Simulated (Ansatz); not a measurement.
A single point on C$_{5}$HClF$_{7}$GaO$_{2}$ (`FC(F)(F)C1=CC(C(F)(F)F)=[O+][Ga-]([F])([Cl])[O]1`).

```yaml
crystal:
  periodic: [false, false, false]
  atoms:
    - {symbol: F, position_ang: [-1.411372, 1.022437, 2.681679]}
    - {symbol: C, position_ang: [-1.972884, 1.058360, 1.476218]}
    - {symbol: F, position_ang: [-3.086622, 0.335473, 1.510756]}
    - {symbol: F, position_ang: [-2.289011, 2.316931, 1.197656]}
    - {symbol: C, position_ang: [-1.035063, 0.506907, 0.389848]}
    - {symbol: C, position_ang: [0.220204, 0.034707, 0.748389]}
    - {symbol: C, position_ang: [1.100451, -0.481918, -0.192616]}
    - {symbol: C, position_ang: [2.474234, -1.000295, 0.263258]}
    - {symbol: F, position_ang: [3.434845, -0.331505, -0.362474]}
    - {symbol: F, position_ang: [2.648167, -0.858413, 1.574491]}
    - {symbol: F, position_ang: [2.585184, -2.289255, -0.037377]}
    - {symbol: O, position_ang: [0.921444, -0.596653, -1.434744]}
    - {symbol: Ga, position_ang: [-0.660219, -0.038634, -2.355093]}
    - {symbol: F, position_ang: [-0.242090, 1.392291, -3.252408]}
    - {symbol: Cl, position_ang: [-1.660485, -1.683073, -3.228862]}
    - {symbol: O, position_ang: [-1.544396, 0.545328, -0.762188]}
    - {symbol: H, position_ang: [0.517613, 0.067322, 1.783467]}
basis:
  gaussian: {orbitals: def2-TZVPP}
hamiltonian: {xc: pbe}
correlation: {method: rpa}
```

```sh
$ ansatz run in.yaml --threads 11 --pin off --events-out ev --progress --plain --backend cuda
```

It prints (some lines left out):

```
Functional definition: PBE
3550 factors; integrals over basis functions are off by at most 9.4e-4 eV
mean field evaluation 1: about -93174.4394 eV, gradient 1.0e2 eV
mean field evaluation 2: about -93174.4114 eV, gradient 1.0e2 eV
mean field evaluation 4: about -93187.2209 eV, gradient 3.8e1 eV
mean field evaluation 8: about -93189.7875 eV, gradient 7.0e-1 eV
mean field evaluation 16: about -93189.7875 eV, gradient 4.4e-3 eV
mean field -93189.78748566 eV, -3424.6615237914 hartree, gradient 7.2e-6 eV, S^2 0.000000; 0 other end points of the search recorded, 0 dependent functions left out
28 core orbitals not correlated: weight in the atoms' cores, before any rotation towards them, 1.000 or more for the frozen orbitals, at most 0.000 for the correlated occupied ones
reference -93032.49021929 eV, -3418.8809558723 hartree; 51, 51 occupied and 459, 459 virtual orbitals, 3550 factors
Total energy: -93169.42959120 eV, -3423.9133849691 hartree
```

Run time 3.6 s (11 threads of an AMD EPYC 7R13 on a shared host and a whole NVIDIA H100 80 GB); peak host memory 3 GiB.
